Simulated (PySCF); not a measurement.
**K (potassium, neutral) across methods**

[Ar] 3d1, 2D determinant (an excited configuration). All numbers are calculated (PySCF 2.14, the non-relativistic Hamiltonian (point nucleus), in dyall-acv3z (25s18p7d3f, 135 functions)).

```csv
method,E (hartree),mean ε 3p α (eV),mean ε 3p β (eV),mean ε 3d α (eV),Σ⟨r²⟩ (bohr²),⟨S²⟩
UHF,-599.07500,-28.233,-28.207,-1.565,109.9,0.750
PBE0,-599.669,-22.477,-22.404,-1.175,91.45,0.750
PBE,-599.628,-20.165,-20.084,-0.933,86.64,0.750
r2SCAN,-599.802,-20.993,-20.917,-0.849,90.95,0.750
LDA,-598.118,-20.129,-20.046,-0.845,85.43,0.750
```
